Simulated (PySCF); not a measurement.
# Ho²⁺ (holmium, charge +2) across methods

[Xe] 4f11, one real determinant. Computed with PySCF 2.14 in ANO-RCC-VTZP (8s7p5d3f2g1h, 104 functions), with the spin-free X2C one-electron Hamiltonian (Gaussian nucleus).

| method | E (hartree) | mean ε 5p β (eV) | mean ε 4f α (eV) | mean ε 4f β (eV) | Σ⟨r²⟩ (bohr²) | ⟨S²⟩ |
| --- | --- | --- | --- | --- | --- | --- |
| PBE0 | -12614.61 | -41.318 | -21.068 | -18.926 | 37.49 | 3.753 |
| UHF | -12610.25898 | -45.246 | -28.788 | -25.540 | 37.08 | 3.755 |
| r2SCAN | -12614.98 | -40.176 | -18.201 | -16.389 | 37.51 | 3.753 |
| PBE | -12614.81 | -39.582 | -18.281 | -16.467 | 37.75 | 3.752 |

**Question.** Estimate the same row for LDA.

**Answer.** E (hartree) = -12605.99; mean ε 5p β (eV) = -39.896; mean ε 4f α (eV) = -18.612; mean ε 4f β (eV) = -16.604; Σ⟨r²⟩ (bohr²) = 37.75; ⟨S²⟩ = 3.752.

⟨L²⟩ = 34.01 against 42 for a pure I term, so this real determinant mixes terms. Spin-orbit coupling, absent here, splits the open shell strongly.
